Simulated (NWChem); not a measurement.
System meant: benzotriazole (C$_{6}$H$_{5}$N$_{3}$); SMILES c1cc2c(nn[nH]2)cc1

NWChem input:

```
start job
memory heap 200 mb stack 900 mb global 1100 mb
geometry units angstroms noautoz
  C     -0.730423     2.089080     0.000000
  C      0.683959     2.097903     0.000000
  C      1.427200     0.928509     0.000000
  C      0.697660    -0.267906     0.000000
  N      1.015838    -1.589899     0.000000
  N     -0.088492    -2.352772     0.000000
  N     -1.121752    -1.601069     0.000000
  C     -0.710985    -0.291037     0.000000
  C     -1.445479     0.904233     0.000000
  H     -1.263387     3.042490     0.000000
  H      1.205265     3.058193     0.000000
  H      2.518532     0.945738     0.000000
  H      1.923891    -2.035749     0.000000
  H     -2.536596     0.883241     0.000000
end
basis spherical
  C library def2-svp
  N library def2-svp
  H library def2-svp
end
dft
  odft
  mult 2
  xc pbe0
  iterations 150
  mulliken
end
task dft energy
```

End of the output:

```
 ==============================================================================
                                 internuclear angles
 ------------------------------------------------------------------------------
        center 1       |       center 2       |       center 3       |  degrees
 ------------------------------------------------------------------------------
    2 C                |   1 C                |   9 C                |   121.47
    2 C                |   1 C                |  10 H                |   118.85
    9 C                |   1 C                |  10 H                |   119.68
    1 C                |   2 C                |   3 C                |   122.08
    1 C                |   2 C                |  11 H                |   118.85
    3 C                |   2 C                |  11 H                |   119.06
    2 C                |   3 C                |   4 C                |   116.19
    2 C                |   3 C                |  12 H                |   121.53
    4 C                |   3 C                |  12 H                |   122.28
    3 C                |   4 C                |   5 N                |   135.09
    3 C                |   4 C                |   8 C                |   122.31
    5 N                |   4 C                |   8 C                |   102.59
    4 C                |   5 N                |   6 N                |   111.10
    4 C                |   5 N                |  13 H                |   129.68
    6 N                |   5 N                |  13 H                |   119.21
    5 N                |   6 N                |   7 N                |   109.33
    6 N                |   7 N                |   8 C                |   108.63
    4 C                |   8 C                |   7 N                |   108.35
    4 C                |   8 C                |   9 C                |   120.63
    7 N                |   8 C                |   9 C                |   131.02
    1 C                |   9 C                |   8 C                |   117.32
    1 C                |   9 C                |  14 H                |   122.21
    8 C                |   9 C                |  14 H                |   120.47
 ------------------------------------------------------------------------------
                            number of included internuclear angles:         23
 ==============================================================================

 Summary of "ao basis" -> "" (spherical)
 ------------------------------------------------------------------------------
       Tag                 Description            Shells   Functions and Types
 ---------------- ------------------------------  ------  ---------------------
 C                          def2-svp                 6       14   3s2p1d
 N                          def2-svp                 6       14   3s2p1d
 H                          def2-svp                 3        5   2s1p

                                 NWChem DFT Module
                                 -----------------

 Summary of "ao basis" -> "ao basis" (spherical)
 ------------------------------------------------------------------------------
       Tag                 Description            Shells   Functions and Types
 ---------------- ------------------------------  ------  ---------------------
 C                          def2-svp                 6       14   3s2p1d
 N                          def2-svp                 6       14   3s2p1d
 H                          def2-svp                 3        5   2s1p

      Symmetry analysis of basis
      --------------------------

        a'        110
        a"         41

  number of electrons :                   62
  multiplicity        :                    2
 ------------------------------------------------------------------------
  no. of electrons and multiplicity not compatible                  62
 ------------------------------------------------------------------------
 ------------------------------------------------------------------------
  current input line :
    31: task dft energy
 ------------------------------------------------------------------------
 ------------------------------------------------------------------------
 There is an error in the input file
 ------------------------------------------------------------------------
 For more information see the NWChem manual at https://nwchemgit.github.io

0: no. of electrons and multiplicity not compatible:Received an Error in Communication
```

### Question
Find the fault in this run and fix the input.

### Answer
The input was rejected before any calculation. Cause: the multiplicity doesn't fit the number of electrons (an even count wants an odd multiplicity, and the reverse). This input runs:
```
start job
memory heap 200 mb stack 900 mb global 1100 mb
geometry units angstroms noautoz
  C     -0.730423     2.089080     0.000000
  C      0.683959     2.097903     0.000000
  C      1.427200     0.928509     0.000000
  C      0.697660    -0.267906     0.000000
  N      1.015838    -1.589899     0.000000
  N     -0.088492    -2.352772     0.000000
  N     -1.121752    -1.601069     0.000000
  C     -0.710985    -0.291037     0.000000
  C     -1.445479     0.904233     0.000000
  H     -1.263387     3.042490     0.000000
  H      1.205265     3.058193     0.000000
  H      2.518532     0.945738     0.000000
  H      1.923891    -2.035749     0.000000
  H     -2.536596     0.883241     0.000000
end
basis spherical
  C library def2-svp
  N library def2-svp
  H library def2-svp
end
dft
  xc pbe0
  iterations 150
  mulliken
end
task dft energy
```
It converges to -395.13435 Ha (PBE0/def2-SVP).
